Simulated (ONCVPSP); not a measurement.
What one change does to a pseudopotential (molybdenum, ONCV)

ONCVPSP 4.0.1 input, shortened (lines: element, Z, core and valence counts, functional; n l f; lmax; l rc ep ncon nbas qcut; lloc lpopt rc5 dvloc0; l nproj debl; icmod fcfact rcfact), PBE, scalar-relativistic:

```
  Mo 42.00    6    4        4      upf
    1    0    2.00
    2    0    2.00
    2    1    6.00
    3    0    2.00
    3    1    6.00
    3    2   10.00
    4    0    2.00
    4    1    6.00
    4    2    5.00
    5    0    1.00
    3
    0    2.15    0.00    4    8    7.10
    1    1.15    0.00    4    6    5.90
    2    2.45    0.00    4    8    6.90
    3    1.90    0.23    4    8    6.20
    4    1    1.00   -1.00
    0    2    1.20
    1    1    2.70
    2    1    2.30
    3    2    0.60
    3    5.25    1.35
```

All-electron outer shells of the reference configuration (PBE, scalar-relativistic, ld1.x):

```
shell  level (eV)  outermost node (bohr)  outermost maximum (bohr)
   3d     -220.98                      –                      0.32
   4s      -64.35                   0.51                      0.99
   4p      -38.49                   0.52                      1.08
   5s       -4.09                   1.34                      2.93
   4d       -3.75                   0.53                      1.38
```

Change: s: qcut 8.5; p: qcut 7.1; d: qcut 8.3; f: qcut 7.4.

Cutoffs: the cutoffs (Ha) at which the residual kinetic energy of the hardest occupied pseudo-wave falls to 1 and 0.1 mHa per electron; they do not see the model core or the augmentation charge, which bear on the density cutoff. Errors are all-electron minus pseudo energies relative to the spin-unpolarised reference configuration.

Problem. Predict the effect on cutoff, ghosts and configuration errors.

Solution. The potential gets softer (60 Ha and 73 Ha → 52 Ha and 68 Ha); of the 4 tests that both files solve, the error grows in 0 and shrinks in 2 by more than 15 % and 0.3 meV (median size 3.1 → 2.3 meV); neither file shows a bound ghost.

| quantity | base | changed |
| --- | --- | --- |
| cutoff, loose | 60 Ha | 52 Ha |
| cutoff, tight | 73 Ha | 68 Ha |
| loose cutoff by channel | s 13 Ha, p 60 Ha, d 15 Ha | s 19 Ha, p 52 Ha, d 16 Ha |
| bound ghosts | none | none |
| GHOST(+) flags under 300 eV | s at 93.0 eV | s at 124.5 eV |
| error for 4s2 4p6 4d5 5s0, meV [ΔE 6.89 eV] | -1.9 | -1.6 |
| error for 4s2 4p6 4d4 5s0, meV [ΔE 22.35 eV] | -4.1 | -2.5 |
| error for 4s2 4p6 4d3 5s0, meV [ΔE 49.10 eV] | +17 | +11 |
| error for 4s2 4p6 4d6 5s0, meV [ΔE 0.76 eV] | -2.2 | -2.1 |
| s: phases at 2.18 bohr within 0.05 rad from the reference energy up to (Ha; the scan ends near 5) | 3.1 | 3.8 |
| p: phases at 1.17 bohr within 0.05 rad from the reference energy up to (Ha; the scan ends near 5) | 3.1 | 3.3 |
| d: phases at 2.49 bohr within 0.05 rad from the reference energy up to (Ha; the scan ends near 5) | 1.1 | 1.2 |
| f: phases at 1.93 bohr within 0.05 rad from the reference energy up to (Ha; the scan ends near 5) | 3.7 | 4.2 |
| rms error of d²Exc/dni dnj with the model core, mHa | 1.90 | 1.48 |
